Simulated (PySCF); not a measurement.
Bond curve of LiBe

Set-up: PySCF, no relativity, basis sets Li pcseg-1, Be pcseg-1. Energies in eV from Li + Be in their ground configurations at the same level. State: ²Σ⁺ (doublet), unpaired electrons σ ↑.

All columns are PBE0. A positive dipole means Li(−)Be(+).

```tsv
R (Å)	E (eV)	μ (D)	Mulliken charge on Li (basis-dependent)	HOMO (eV)	LUMO (eV)	Mayer bond order	⟨S²⟩
2.251	-0.304	-2.88	0.26	-3.53	-1.44	0.82	0.77
2.355	-0.391	-2.86	0.27	-3.57	-1.40	0.79	0.77
2.460	-0.438	-2.81	0.27	-3.60	-1.37	0.75	0.77
2.538	-0.455	-2.76	0.27	-3.63	-1.39	0.73	0.77
2.617	-0.459	-2.70	0.26	-3.65	-1.41	0.70	0.77
2.696	-0.454	-2.63	0.25	-3.68	-1.43	0.68	0.77
2.800	-0.436	-2.52	0.24	-3.71	-1.45	0.64	0.78
2.931	-0.402	-2.38	0.21	-3.74	-1.48	0.60	0.78
3.088	-0.354	-2.21	0.19	-3.77	-1.50	0.54	0.78
3.297	-0.287	-1.96	0.15	-3.80	-1.56	0.46	0.78
```

A fit through these points gives, at Re = 2.609 Å, μ = -2.70 D and dμ/dR = 0.821 D/Å; the reduced mass is 3.945 u.

How strong is the fundamental in the double-harmonic approximation, I = 42.26·(dμ/dR)²/μred km/mol?

I = 42.26·(0.821)²/3.945 = 7.22 km/mol at PBE0.

The state was picked by a PBE0 search and need not be the measured ground state.
